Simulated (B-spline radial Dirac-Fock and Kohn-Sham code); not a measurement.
What relativity does to the binding energies of Ce³⁺

System: Ce³⁺, configuration [Xe] 4f1.

Both columns are ΔSCF binding energies of the configuration average from a B-spline atomic structure program: non-relativistic Hartree-Fock with a point nucleus, and Dirac-Fock with a finite nucleus and the Coulomb interaction alone, averaged over the two j levels with weights 2j+1.

```tsv
shell	Hartree-Fock (eV)	Dirac-Fock (eV)	shift (eV)	shift (%)
1s	38682.9	40632.2	+1949.29	+5.04
2s	6117.5	6607.5	+489.97	+8.01
2p	5770.4	5919.5	+149.18	+2.59
3s	1370.1	1479.2	+109.09	+7.96
3p	1219.2	1254.5	+35.29	+2.89
3d	940.7	927.6	-13.14	-1.40
4s	311.6	335.5	+23.85	+7.65
4p	253.2	259.4	+6.26	+2.47
4d	149.2	145.3	-3.89	-2.61
4f	38.79	34.84	-3.95	-10.18
5s	69.22	73.06	+3.84	+5.55
5p	50.57	51.13	+0.56	+1.10
```

Relativity binds 1s, 2s, 2p, 3s, 3p, 4s, 4p, 5s, 5p more strongly, among those listed most of all 2s in relative terms, and 3d, 4d, 4f more weakly, because the contracted s and p shells screen the nucleus better.

Values without a named source are computed, but for edge energies of neutral atoms, which are taken from tables.
